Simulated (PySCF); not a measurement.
NaTl⁺: one state, many levels of theory

State: ²Σ⁺ (doublet), unpaired electrons σ ↑. Set-up: Na aug-cc-pVDZ, Tl aug-cc-pVDZ-PP with ECP60; scalar-relativistic core potentials (PySCF 2.14). De refers to Na⁺ + Tl in their high-spin ground configurations, without counterpoise correction. The functionals are run spin-unrestricted. A positive dipole points towards Tl; it is taken about the centre of mass and depends on that origin.

| Level | Re (Å) | ωe (cm⁻¹) | De (eV) | μ (D) |
| --- | --- | --- | --- | --- |
| UHF | 3.696 | 90.3 | n/a | -9.77 |
| UHF-MP2 | 3.606 | 95.7 | n/a | n/a |
| UHF-SCS-MP2 | 3.623 | 94.6 | n/a | n/a |
| PBE | 3.659 | 85.6 | n/a | -8.66 |
| BP86 | 3.662 | 86.5 | n/a | -9.08 |
| r²SCAN | 3.606 | 93.6 | n/a | -9.37 |
| TPSSh | 3.659 | 88.4 | n/a | -9.16 |
| PBE0 | 3.614 | 90.8 | n/a | -8.97 |
| M06 | 3.627 | 85.6 | n/a | -9.75 |

The bond length runs from 3.606 Å (UHF-MP2) to 3.696 Å (UHF).

Correlated steps freeze 5 core orbitals. Spin–orbit coupling is left out, which matters for elements this heavy, above all for dissociation energies. The state was picked by a PBE0 search and need not be the measured ground state.
